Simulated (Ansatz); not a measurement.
```
atom   x (Å)   y (Å)    z (Å)
  Li  0.0000  0.0000  -1.5050
  Li  0.0000  0.0000   1.5050
```

Basis set: cc-pVTZ (spherical functions). All electrons are correlated. Charge 0, multiplicity 1.

Computed with Ansatz (development build ahead of 0.2.0); each method stands on the lowest determinant of its kind that the runs found. Restricted open shells among the atoms or ions are ROHF, correlated in semicanonical orbitals with singles.

The atomization energy at this shape (free ground-state atoms in the same class of orbitals less the molecule, no zero-point energy) of singlet Li₂:

| method | atomization energy |
| --- | --- |
| RHF-MP2 | 69.9 kJ/mol |

Task: What does RHF give?

Result: 13.5 kJ/mol.
